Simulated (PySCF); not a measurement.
B⁺ (boron, charge +1) across methods

[He] 2s1 2p1, high-spin 3P determinant (an excited configuration). Computed with PySCF 2.14 in aug-cc-pCVQZ-DK (9s8p6d4f2g, 109 functions), with the spin-free X2C one-electron Hamiltonian (Gaussian nucleus).

```tsv
method	E (hartree)	mean ε 1s β (eV)	mean ε 2s α (eV)	mean ε 2p α (eV)	Σ⟨r²⟩ (bohr²)	⟨S²⟩
LDA	-23.8947	-190.75	-20.407	-14.560	7.952	2.000
LC-wPBE	-24.1708	-198.72	-25.339	-19.359	7.816	2.000
UHF	-24.12893	-221.02	-26.712	-20.588	7.826	2.000
wB97X-V	-24.1944	-201.76	-24.692	-18.715	7.923	2.000
PBE	-24.1542	-192.66	-20.512	-14.741	7.871	2.000
r2SCAN	-24.1899	-195.76	-20.947	-15.124	7.798	2.000
PBE0	-24.1641	-199.93	-22.154	-16.272	7.835	2.000
```

Question: Estimate the same row for BLYP.

Answer: E (hartree) = -24.1922; mean ε 1s β (eV) = -193.18; mean ε 2s α (eV) = -20.218; mean ε 2p α (eV) = -14.539; Σ⟨r²⟩ (bohr²) = 7.832; ⟨S²⟩ = 2.000.
